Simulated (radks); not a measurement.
Values are calculated unless marked as measured or tabulated.
Effect of the nuclear size on neutral silicon, [Ne] 3s2 3p2. Level of theory: Dirac Kohn-Sham, BLYP, spin-unpolarised, spherical densities, finite nucleus; open shells fill j = l - 1/2 first; Fermi nuclear charge, rms radius 3.1224 fm (a radial shooting solver on a logarithmic mesh with Libxc functionals). The rms radius is varied about that value; shifts are against it.

| rms radius (fm) | total energy shift (eV) | density at nucleus (e/bohr^3) | 1s1/2 shift (meV) |
|---|---|---|---|
| 2.7821 | -0.00109 | 1914 | -0.455 |
| 3.0225 | -0.000333 | 1911 | -0.139 |
| 3.1224 | 0 | 1911 | 0.000 |
| 3.2348 | 0.000388 | 1910 | 0.162 |
| 3.6501 | 0.00194 | 1907 | 0.808 |

Slopes of the eigenvalues against <r^2> in GHz/fm^2, as finite differences over the two radii next to the reference (eigenvalue slopes, not the field-shift constants of lines): 1s1/2 54.7.
